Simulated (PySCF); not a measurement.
Vertical excitations of a molecule ClFH5NSi2 from PySCF 2.14.0 with TDDFT-PBE/def2-SVPD, as energy in eV (oscillator strength): 4.78 (0.035), 5.06 (0.005), 6.01 (0.010), 6.20 (0.008), 6.34 (0.097), 6.54 (0.008), 6.66 (0.012), 6.71 (0.013), 6.86 (0.016), 7.06 (0.011). Lowest triplet (TDA): 4.30 eV. The structure is a stationary point at PBE0-D3(BJ)/def2-SVP. The values are those of a single conformer.

**Question.** Which molecule gave these data?
(A) N[Si@@H](Cl)[SiH2]F
(B) N[SiH2][Si@H](F)Cl
(C) N[Si@@](F)([SiH3])Cl
(D) F[Si@H](Cl)N[SiH3]

**Answer.** B, N[SiH2][Si@H](F)Cl
